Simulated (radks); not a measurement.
Spherical quantum dot in the effective-mass picture: electrons in a parabolic well V = omega^2 r^2 / 2 with omega = 0.171, all in effective atomic units (hartree* = m*/eps^2 hartree, bohr* = eps/m* bohr), one dielectric constant everywhere. Calculated with a radial shooting solver with Libxc functionals: non-relativistic Kohn-Sham, LDA (Slater exchange, Perdew-Wang correlation), spin-polarised, spherical densities. Levels are named by radial order and angular momentum (1s, 1p, 1d, 2s, ...), and open shells are averaged over m. Results are scaled to m* = 0.442 and eps = 9.3, for which hartree* = 139.1 meV and bohr* = 1.113 nm.

N = 5, configuration 1s2 1p(up 3, down 0). This is the lowest configuration that the search found. Occupied and some empty levels:

level    occupation  eigenvalue (meV)  <r> (nm)
1s up             1            164.50     4.262
1s down           1            169.71     4.243
1p up             3            176.79     5.120
1p down           0            182.10     5.195
1d up             0            191.84     5.784
1d down           0            196.71     5.893
2s up             0            197.92     5.049
2s down           0            201.29     5.109
1f up             0            208.77     6.354
1f down           0            213.01     6.473

Energy (meV): total 535.712, kinetic 77.641, external 207.59, Hartree 363.36, exchange-correlation -112.88.
